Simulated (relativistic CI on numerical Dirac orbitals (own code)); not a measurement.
# Calculated levels, Pr55+

Computed by Dirac-Coulomb-Breit CI, orbitals from a KLI potential per configuration, a model potential for QED, unscaled Slater integrals (own radial code, finite nucleus).

CI space (outside the closed core 1s2): 2s2, 2s 2p, 2p2, 2p 3s, 2p 3p, 2s 3s, 2s 3p, 2s 3d, 2s 4s, 2s 4p, 2s 4d, 2s 4f, 2s 5s, 3s2, 2s 5p, 2s 5d, 2s 5f, 2s 5g, 3s 3p, 3p2. Levels of other configurations are missing.

| No. | Configuration | Term | J | E (10³ cm⁻¹) | % | Landé g | Lifetime (s) |
| --- | --- | --- | --- | --- | --- | --- | --- |
| 1 | 2s2 | 1S | 0 | 0.0 | 98 |  |  |
| 2 | 2s 2p | 3P° | 0 | 959.9 | 100 |  |  |
| 3 | 2s 2p | 3P° | 1 | 1171.2 | 74 | 1.339 | 3.59e-10 |
| 4 | 2p2 | 3P | 0 | 2766.5 | 70 |  | 2.07e-11 |
| 5 | 2s 2p | 3P° | 2 | 5300.0 | 100 | 1.476 | 1.46e-09 |
| 6 | 2s 2p | 1P° | 1 | 5870.0 | 74 | 1.110 | 7.01e-13 |
| 7 | 2p2 | 3P | 1 | 6843.1 | 100 | 1.480 | 9.21e-13 |
| 8 | 2p2 | 1D | 2 | 6978.1 | 64 | 1.156 | 1.07e-12 |
| 9 | 2p2 | 3P | 2 | 11262.7 | 64 | 1.297 | 5.16e-13 |
| 10 | 2p2 | 1S | 0 | 11693.9 | 70 |  | 4.14e-13 |
| 11 | 2s 3s | 3S | 1 | 53066.9 | 100 | 1.979 | 8.45e-15 |
| 12 | 2s 3s | 1S | 0 | 53263.4 | 99 |  | 1.30e-14 |
| 13 | 2s 3p | 3P° | 0 | 53532.6 | 100 |  | 1.04e-12 |
| 14 | 2s 3p | 3P° | 1 | 53539.9 | 67 | 1.315 | 5.92e-15 |
| 15 | 2p 3s | 3P° | 1 | 54271.3 | 62 | 1.312 | 1.02e-14 |
| 16 | 2p 3s | 3P° | 0 | 54282.7 | 100 |  | 1.34e-14 |
| 17 | 2p 3p | 3D | 1 | 54555.6 | 72 | 0.636 | 2.44e-15 |
| 18 | 2s 3p | 3P° | 2 | 54809.9 | 100 | 1.486 | 9.97e-13 |
| 19 | 2p 3p | 3P | 0 | 54880.5 | 68 |  | 3.61e-15 |
| 20 | 2s 3p | 1P° | 1 | 54882.6 | 65 | 1.164 | 3.57e-15 |
| 21 | 2s 3d | 3D | 1 | 55040.2 | 96 | 0.504 | 1.77e-15 |
| 22 | 2s 3d | 3D | 2 | 55062.4 | 77 | 1.115 | 1.35e-15 |
| 23 | 2s 3d | 3D | 3 | 55388.2 | 100 | 1.321 | 1.48e-15 |
| 24 | 2s 3d | 1D | 2 | 55496.2 | 76 | 1.033 | 1.62e-15 |
| 25 | 2p 3p | 3P | 1 | 55972.3 | 48 | 1.488 | 5.04e-15 |
| 26 | 2p 3p | 3D | 2 | 55993.5 | 52 | 1.152 | 4.65e-15 |
| 27 | 2p 3s | 3P° | 2 | 58686.6 | 100 | 1.480 | 1.51e-14 |
| 28 | 2p 3s | 1P° | 1 | 58753.7 | 67 | 1.136 | 8.58e-15 |
| 29 | 2p 3p | 3P | 1 | 59098.6 | 52 | 1.453 | 3.90e-15 |
| 30 | 2p 3p | 3D | 2 | 59115.2 | 46 | 1.157 | 3.81e-15 |
| 31 | 2p 3p | 3D | 3 | 60275.4 | 100 | 1.317 | 5.10e-15 |
| 32 | 2p 3p | 1P | 1 | 60280.5 | 53 | 1.345 | 4.83e-15 |
| 33 | 2p 3p | 3P | 2 | 60473.4 | 64 | 1.304 | 4.51e-15 |
| 34 | 2p 3p | 1S | 0 | 60649.2 | 69 |  | 4.50e-15 |
| 35 | 2s 4s | 3S | 1 | 71305.6 | 100 | 1.983 | 1.46e-14 |
| 36 | 2s 4s | 1S | 0 | 71377.0 | 100 |  | 1.46e-14 |
| 37 | 2s 4p | 3P° | 0 | 71486.7 | 100 |  | 2.53e-14 |
| 38 | 2s 4p | 3P° | 1 | 71491.3 | 68 | 1.323 | 9.03e-15 |
| 39 | 2s 4p | 3P° | 2 | 72020.5 | 100 | 1.489 | 3.29e-14 |
| 40 | 2s 4p | 1P° | 1 | 72036.0 | 68 | 1.159 | 6.05e-15 |
| 41 | 2s 4d | 3D | 1 | 72108.5 | 100 | 0.500 | 3.25e-15 |
| 42 | 2s 4d | 3D | 2 | 72122.8 | 74 | 1.111 | 3.26e-15 |
| 43 | 2s 4d | 3D | 3 | 72263.9 | 100 | 1.324 | 3.49e-15 |
| 44 | 2s 4d | 1D | 2 | 72302.3 | 74 | 1.042 | 3.49e-15 |
| 45 | 2s 4f | 3F° | 2 | 72321.0 | 100 | 0.665 | 7.05e-15 |

Energies count from the lowest computed level; ° marks odd parity; lifetimes are radiative, by E1, M1, E2, M2 decay to levels of this space only; some are left blank where a channel outside the calculation adds to the decay or the decay crosses a small, uncertain gap.

The mean weight of the leading LS term, summed over parents, in these 45 levels is 81 %, and that of the leading jj configuration (from the same eigenvectors) 99 %, so jj coupling describes them better and the LS labels are nominal.

At this charge energies of transitions that change n are usually good to better than 1 %, and those within a shell (Δn = 0) to a few per cent.

LS names give the leading component of a level, which can be under half, so a name can repeat, a term be missing and a line seem to break the LS rules.
